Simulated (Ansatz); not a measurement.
CH6AsGaSi, SMILES `[SiH3][As]1[CH2][GaH]1`. The species carries charge 0 and has multiplicity 1. The geometry is a stationary point of PBE0-D4/def2-TZVP.

```xyz
10

Si    0.026   -0.591   -1.409
As    1.439   -0.910    0.395
C     0.770    0.912    1.072
Ga   -0.807   -0.219    1.112
H    -1.287   -0.002   -0.756
H     0.309    0.526   -2.351
H    -0.425   -1.794   -2.151
H     0.865    1.748    0.385
H     1.228    1.127    2.034
H    -2.117   -0.798    1.670
```

**Question.** What is the dipole moment at B3LYP/def2-TZVPP? (Estimate.)

**Answer.** Ansatz gave: 1.16 D, with components (-0.96, 0.63, -0.10) D in this frame, pointing from negative to positive charge.

**Question.** And with PBE, r2SCAN, ωB97M-V? (Estimate.)

**Answer.** The calculation gave: PBE 1.08 D, r2SCAN 1.28 D, ωB97M-V 1.28 D.

**Question.** Give the Mulliken charges with B3LYP, PBE, ωB97M-V in def2-TZVPP. (Estimate.)

**Answer.** Computed: 
| atom | B3LYP | PBE | ωB97M-V |
| --- | --- | --- | --- |
| Si1 | 0.20 | 0.12 | 0.10 |
| As2 | -0.08 | -0.06 | -0.10 |
| C3 | -0.38 | -0.34 | -0.46 |
| Ga4 | 0.18 | 0.14 | 0.19 |
| H5 | -0.10 | -0.05 | -0.06 |
| H6 | -0.05 | -0.04 | -0.01 |
| H7 | -0.05 | -0.04 | 0.00 |
| H8 | 0.12 | 0.12 | 0.14 |
| H9 | 0.12 | 0.12 | 0.14 |
| H10 | 0.03 | 0.03 | 0.07 |

B3LYP here is the variant with VWN-RPA as its local correlation; programs differ in this.
